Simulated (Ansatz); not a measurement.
## Relaxing a trial structure of BGaHInO

The starting geometry of this gas-phase singlet was optimised with GFN2-xTB.

```yaml
atoms:
  - { symbol: B, position_ang: [0.0888, -0.7517, -0.6284] }
  - { symbol: Ga, position_ang: [-1.3071, 1.3804, -1.3625] }
  - { symbol: In, position_ang: [0.3055, -1.0536, 1.7208] }
  - { symbol: O, position_ang: [-0.5889, 0.2900, 0.0418] }
  - { symbol: H, position_ang: [-0.0035, -0.6246, -1.8703] }
```

Task: Predict what becomes of its bonds when it is optimised with PBE-D3(BJ)/def2-SVP.

Result: A bond breaks, giving a structure given below by its coordinates. Contacts that open: In3–O4 (2.33 → 3.29 Å).

The energy falls by 0.29 eV over 11 steps:

| step | E − E(last) (eV) |
| --- | --- |
| 1 | 0.293 |
| 2 | 0.172 |
| 3 | 0.052 |
| 4 | 0.030 |
| 5 | 0.018 |
| 7 | 0.003 |
| 8 | 0.001 |
| 9 | 0.001 |
| 10 | 0.000 |
| 11 | 0.000 |

Final geometry (Å):

```xyz
5

B    -0.1637   -0.3615   -0.2698
Ga   -1.1624    1.1522   -1.9110
In    0.7165   -1.6877    1.6074
O    -0.8689    0.7293    0.0289
H    -0.0268   -0.5918   -1.5542
```

Frequencies at the end are all real (lowest 55 cm⁻¹). Atoms past krypton carry core potentials, without spin–orbit terms. Run with Ansatz 0.2.0, 15 s on 1 thread of Intel(R) Xeon(R) 6975P-C (Granite Rapids), with other jobs on the host.
